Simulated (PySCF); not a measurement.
Species: C3H12BN.
Structure used (PBE0-D3(BJ)/def2-SVP), in Å, numbered top down from 1:
```
atom  x, y, z in Å
B1    -1.9139   -0.6212    0.2534
N2    -0.4887    0.1655    0.3116
C3    -0.5922    1.4989   -0.2931
C4     0.6020   -0.6532   -0.2577
C5     1.9971   -0.1117   -0.0171
H6    -2.7232    0.1125    0.8111
H7    -1.7364   -1.6752    0.8551
H8    -2.1580   -0.7853   -0.9380
H9    -0.2985    0.2847    1.3090
H10   -1.4223    2.0340    0.1827
H11   -0.8300    1.3754   -1.3577
H12    0.3378    2.0757   -0.1838
H13    0.4868   -1.6539    0.1809
H14    0.3839   -0.7566   -1.3312
H15    2.1968    0.0301    1.0577
H16    2.1796    0.8445   -0.5295
H17    2.7398   -0.8295   -0.3937
```

The closed-shell ground state was solved at several levels (PySCF, density fitting, gas phase, non-relativistic).

```tsv
level	basis functions	HOMO (eV)	LUMO (eV)	gap (eV)	dipole (D)
CAM-B3LYP/def2-SVPD	196	-9.07	0.84	9.91	5.43
B3LYP/pcJ-1	255	-7.41	0.41	7.82	5.60
PBE0/pcSseg-1	145	-7.58	0.71	8.29	5.63
```

(1) What might wB97X-D/pcSseg-2 (348 basis functions) give for the same quantities?

(2) Over all these levels, which gives the widest orbital gap and which the narrowest?

(3) How far do the dipole and the HOMO energy spread over the levels?

## Answers

(1) HOMO -9.55 eV, LUMO 1.78 eV, gap 11.33 eV, dipole 5.48 D.

(2) wB97X-D/pcSseg-2 (range-separated hybrid) has the widest, 11.33 eV, and B3LYP/pcJ-1 (global hybrid, 20 % exact exchange) the narrowest, 7.82 eV. Functional and basis both differ between the two, so the spread mixes both effects.

(3) The dipole runs from 5.43 to 5.63 D (mean 5.53 D) and the HOMO from -9.55 to -7.41 eV.

One conformer stands for the species.
